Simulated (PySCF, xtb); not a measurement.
LiCl, SMILES [Cl][Li].

GFN2-xTB in xtb at its own geometry gives an orbital gap of 3.96 eV and a dipole moment of 6.19 D.

The structure is a stationary point at PBE0-D3(BJ)/def2-TZVPD.

Q: What does PBE0/def2-TZVPD run with PySCF give? (An estimate is asked for; the answer gives what the named calculation found.)

A: gap 5.82 eV (levels -7.17 and -1.35 eV), dipole 7.02 D.
